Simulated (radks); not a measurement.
The nuclear charge of the dysprosium ion Dy+ is varied continuously with 65 electrons held in [Xe] 4f10 6s1. Calculated with a radial shooting solver on a logarithmic mesh with Libxc functionals: scalar-relativistic Kohn-Sham, BLYP, spin-polarised, spherical densities, point nucleus; open shells are filled with parallel spins first (spin-orbit coupling, left out, can overturn this in heavy ions). By the Hellmann-Feynman theorem dE/dZ = E(electron-nucleus)/Z, the electronic potential at the nucleus. The scalar-relativistic energy here is not variational (the density holds large components alone), so the two differ by a part that grows with Z.

\begin{tabular}{lrrrrr}
Z & E (hartree) & E(electron-nucleus)/Z (hartree) & HOMO & e(HOMO) (eV) & <r> HOMO (bohr) \\ \hline
65.6 & -11977.4612 & -446.551 & 4f & -2.374 & 0.9886 \\
65.8 & -12067.5171 & -448.574 & 4f & -4.867 & 0.9380 \\
66 & -12157.9831 & -450.592 & 4f & -7.629 & 0.9042 \\
66.2 & -12248.8587 & -452.608 & 4f & -10.598 & 0.8776 \\
66.4 & -12340.1437 & -454.623 & 6s & -12.230 & 3.437 \\
66.6 & -12431.8379 & -456.637 & 6s & -13.850 & 3.341 \\
66.8 & -12523.9415 & -458.652 & 6s & -15.528 & 3.253 \\
67 & -12616.4545 & -460.668 & 6s & -17.263 & 3.171 \\
\end{tabular}

The central difference of E at Z = 66 is -453.354 hartree, to compare with the third column; the second derivative is -10.2 hartree.
